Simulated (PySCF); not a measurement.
## Polarisability and C₆ of Zn²⁺ (zinc, charge +2)

[Ar] 3d10, closed-shell 1S. Computed with PySCF 2.14 in aug-cc-pVTZ-PP with one added diffuse shell each of s, p, d, f, g type with ECP10MDF (7s7p6d4f3g, 113 functions), with a scalar-relativistic core potential. Coupled (time-dependent) response in atomic units; α is the mean over directions.

```tsv
method	mean α (bohr³)	C₆ (like pair)	S(−4)
UHF	2.250	5.770	2.006
PBE	2.907	7.662	4.243
PBE0	2.676	6.994	3.327
M06	2.724	7.133	3.435
```

S(−4) is the Cauchy moment in α(ω) = α(0) + S(−4) ω² + …

α(iu) at PBE0:

| u (hartree) | α(iu) (bohr³) |
| --- | --- |
| 0 | 2.676 |
| 0.0500 | 2.668 |
| 0.100 | 2.644 |
| 0.200 | 2.554 |
| 0.300 | 2.425 |
| 0.500 | 2.128 |
| 0.750 | 1.789 |
| 1.00 | 1.521 |
| 1.50 | 1.146 |
| 2.00 | 0.9015 |
| 3.00 | 0.6050 |
| 5.00 | 0.3305 |

A single London oscillator, α(iu) = α/(1 + u²/ω²), gives C₆ = (3/4) ω α². Matching the computed C₆ needs ω = 4 × 6.994 / (3 × 2.676²) = 1.30 hartree.

For an ion, C₆ is the dispersion term alone; charge-induced terms of lower order in 1/R come first.

Energies and moments cover only the electrons outside the core potential.
